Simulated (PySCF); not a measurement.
PySCF 2.14 output of an unrestricted MN15 calculation on a single atom or ion in x2c-TZVPPall (6s5p4d2f1g, 64 functions), with scalar relativity by spin-free X2C-1e:

```
SCF conv_tol = 1e-09
number electrons alpha = 15  beta = 12
    H. S. Yu, X. He, S. L. Li, and D. G. Truhlar.,  Chem. Sci. 7, 5032-5051 (2016)
    H. S. Yu, X. He, S. L. Li, and D. G. Truhlar.,  Chem. Sci. 7, 5032-5051 (2016)
cycle= 1 E= -1520.8887657629  delta_E= -0.0299  |g|= 0.134  |ddm|= 0.259
cycle= 2 E= -1520.88547680309  delta_E= 0.00329  |g|= 0.208  |ddm|= 0.104
cycle= 3 E= -1520.89148375524  delta_E= -0.00601  |g|= 0.00179  |ddm|= 0.051
cycle= 4 E= -1520.89148711568  delta_E= -3.36e-06  |g|= 0.00102  |ddm|= 0.0053
cycle= 5 E= -1520.89148740033  delta_E= -2.85e-07  |g|= 8.56e-05  |ddm|= 0.0011
cycle= 6 E= -1520.89148741756  delta_E= -1.72e-08  |g|= 2.6e-05  |ddm|= 0.00028
cycle= 7 E= -1520.89148741902  delta_E= -1.46e-09  |g|= 3.96e-06  |ddm|= 9.67e-05
cycle= 8 E= -1520.89148741904  delta_E= -1.16e-11  |g|= 3.57e-07  |ddm|= 8.07e-06
converged SCF energy = -1520.89148741904  <S^2> = 3.7512316  2S+1 = 4.0006157
```

The run itself started from symmetry-adapted Hartree-Fock orbitals and held the occupation by maximum overlap, on a logarithmic radial grid, so the iterations belong to that start.

Question: Which element, charge and spin multiplicity is this?

Answer: Ni⁺ (nickel, charge +1), multiplicity 4; the state was [Ar] 3d8 4p1, one real determinant (an excited configuration).

⟨L²⟩ = 14.01 against 20 for a pure G term, so this real determinant mixes terms.
